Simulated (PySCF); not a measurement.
A small calculation by hand: oscillator strength and radiative lifetime

H7NOSi2, SMILES [SiH2](N)O[SiH3].

The structure is a stationary point at B3LYP-D3(BJ)/def2-SVP. The values are those of a single conformer.

PySCF with TDA-PBE/def2-SVPD puts the first singlet state with f over 0.02 at 5.91 eV (vertical), with the transition dipole (-0.711, -0.004, 0.053) in atomic units.

### Question
Find the oscillator strength, the wavelength and the radiative lifetime that this transition would have in vacuum if emission retraced absorption.

### Answer

|μ|² = 0.5083 au, so |μ| = 1.81 D. ΔE = 5.91/27.211 = 0.2172 hartree. f = (2/3) ΔE |μ|² = 0.074 (the program prints 0.074).
λ = 1239.84/5.91 = 210 nm; ν = 47667 cm⁻¹.
Einstein's coefficient A = 0.6670 ν² f s⁻¹ (ν in cm⁻¹) = 1.1e8 s⁻¹, so τ = 1/A = 9.0 ns. This state is S1. The figure is the radiative limit of this one transition; relaxation, internal conversion, crossing to triplets and a medium change what is measured.
